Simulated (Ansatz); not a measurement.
The cluster La2F6, relaxed as a singlet with RKS PBE0-D4/def2-SVP in Ansatz, starting from the GFN1-xTB geometry. Force threshold 0.02 eV/Å.

In the def2 sets La takes a core potential; there is no spin–orbit coupling. The relaxation made no stability test and no search for a lower SCF solution. No other spin state of charge 0 was run. The structure comes from a short search, and lower isomers may exist.

Start:

```tsv
atom	x (Å)	y (Å)	z (Å)
La1	0.7538	-0.8857	-0.0906
La2	-1.0275	0.4598	0.3037
F3	1.5451	0.2961	0.6234
F4	-0.7430	0.9192	-1.1946
F5	-0.1496	-2.1224	-0.5889
F6	-0.7777	2.3667	1.1449
F7	1.7604	-0.8352	-1.9326
F8	-1.3616	-0.1986	1.7348
```

Q: Estimate the energy that the relaxation releases and the steps that it takes.

A: 4099.7 kJ/mol, in 20 steps; 71 s on 4 threads of Arm Neoverse V1 on a shared host. No frequencies were taken in this run, so the end may be a saddle point.

Q: Does the start keep its bonding?

A: Bonds lost: La1–F8, La2–F5 (atoms count from 1).

Q: Predict the relaxed structure.

A: 
```xyz
8

La    0.9567   -1.1941   -1.1607
La   -0.9552    1.1965    1.1594
F     0.9640   -0.1475    0.9459
F    -0.9547    0.1619   -0.9532
F     0.5988   -3.3009   -1.1277
F    -0.6043    3.3047    1.1566
F     2.4299   -0.4980   -2.5437
F    -2.4352    0.4775    2.5234
```
Bond lengths (bridged metal pairs left out): 8 × F–La 2.14 to 2.35 Å.
